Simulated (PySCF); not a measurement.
**AsN⁺: from constants to spectrum**

PBE0 constants of AsN⁺, ²Π (doublet), unpaired electrons π ↑ (basis As aug-pcseg-1, N aug-pcseg-1; no relativity; PySCF 2.14; masses 74.9216 and 14.0031 u):

- ωe: 913.7 cm⁻¹
- ωexe: 10.5 cm⁻¹
- Be: 0.49253 cm⁻¹
- αe: 0.00465 cm⁻¹
- D (centrifugal): 5.72e-07 cm⁻¹
- De to As⁺ + N: 3.10 eV

Problem. Give the vibrational terms G(v) and spacings up to v = 3.

Solution. G(v) = ωe(v+½) − ωexe(v+½)².

```
v  G(v) (cm⁻¹)  G(v) − G(v−1)  Bv (cm⁻¹)
0          454                    0.4902
1         1347            893     0.4856
2         2219            872     0.4809
3         3069            851     0.4763
```

Problem. How well does the Morse estimate ωe²/(4ωexe) reproduce De, and what is D0?

Solution. It gives 2.46 eV, 79 % of the computed De. D0 = De − G(0) = 3.10 − 0.06 = 3.04 eV.

Spin–orbit coupling is left out. For an ion De counts to the pair picked by the measured ionisation energies or electron affinities, which need not be the lowest pair at this level. The state is the lowest determinant that a PBE0 search found; another state may lie lower at other levels.
